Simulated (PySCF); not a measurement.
**`CCc1c[c+]1CC`: 4 charge schemes on one density**

Compound: C7H11 (charge +1).
Cartesian coordinates in Å at the GFN2-xTB level; atoms count from 1:
```xyz
18
C7H11 angstrom
C     -2.7866    0.3651   -0.9366
C     -1.5316    0.6394   -0.1135
C     -0.4148   -0.1999   -0.4630
C      0.1297   -1.1720   -1.2780
C      0.9004   -0.6522   -0.2581
C      2.1317   -0.5989    0.4864
C      2.1179    0.3996    1.6401
H     -2.5976    0.5150   -1.9958
H     -3.1329   -0.6533   -0.7847
H     -3.5791    1.0417   -0.6330
H     -1.2091    1.6826   -0.2330
H     -1.7276    0.5259    0.9600
H      0.0309   -1.8425   -2.1010
H      2.9413   -0.3718   -0.2195
H      2.3505   -1.6126    0.8468
H      1.9422    1.4092    1.2791
H      3.0774    0.3842    2.1475
H      1.3485    0.1469    2.3646
```

Density: PBE0/pcSseg-1 (PySCF); schemes: Mulliken, IAO, Hirshfeld and ESP-fitted. Geometry: GFN2-xTB, one conformer, isolated ion.

Task: Give the atomic charges in each scheme.

Result: In e; atoms taken as equivalent share a row and are averaged (×n: the atom named and its like, n in all):

| atom | environment | Mulliken | IAO | Hirshfeld | ESP-fitted |
| --- | --- | --- | --- | --- | --- |
| C1/C7 | methyl carbon | -0.266 | -0.424 | -0.097 | -0.236 |
| C2/C6 | carbon bonded to 2 C and 2 H | -0.232 | -0.291 | -0.030 | -0.041 |
| C3/C5 | unsaturated ring carbon | +0.056 | +0.187 | +0.141 | +0.201 |
| C4 | unsaturated ring CH carbon | +0.051 | -0.009 | +0.098 | -0.123 |
| H8 (×6) | methyl hydrogen | +0.149 | +0.166 | +0.062 | +0.096 |
| H11/H12/H14/H15 | methylene hydrogen | +0.201 | +0.208 | +0.091 | +0.112 |
| H13 | hydrogen on C4 | +0.138 | +0.235 | +0.139 | +0.254 |

Mean size of the charges over all atoms: IAO 0.215 e, Mulliken 0.166 e, ESP-fitted 0.131 e, Hirshfeld 0.084 e. Each set sums to the total charge, 1, to within 0.001 e. The Hirshfeld scheme weights the molecular density at each point by an atom's share of the summed free-atom densities.

Some averages cover members that differ in this geometry: C3/C5, ESP-fitted +0.123 to +0.280; H8 (×6), ESP-fitted +0.068 to +0.132; C1/C7, ESP-fitted -0.259 to -0.214; H11/H12/H14/H15, ESP-fitted +0.097 to +0.124 e.

Lowest charge. All schemes agree: Mulliken C1/C7 (-0.266); IAO C1/C7 (-0.424); Hirshfeld C1/C7 (-0.097); ESP-fitted C1/C7 (-0.236).

Highest charge. The schemes don't all agree: Mulliken H11/H12/H14/H15 (+0.201); IAO H13 (+0.235); Hirshfeld C3/C5 (+0.141); ESP-fitted H13 (+0.254).

Task: How many electrons does the IAO scheme count on C1?

Result: Its own charge is -0.424 e, so Z − q = 6.424.

Task: Sum the charges by element.

Result: 
```
element  atoms  Mulliken     IAO  Hirshfeld  ESP-fitted
      C      7    -0.833  -1.063     +0.125      -0.275
      H     11    +1.833  +2.063     +0.875      +1.275
```
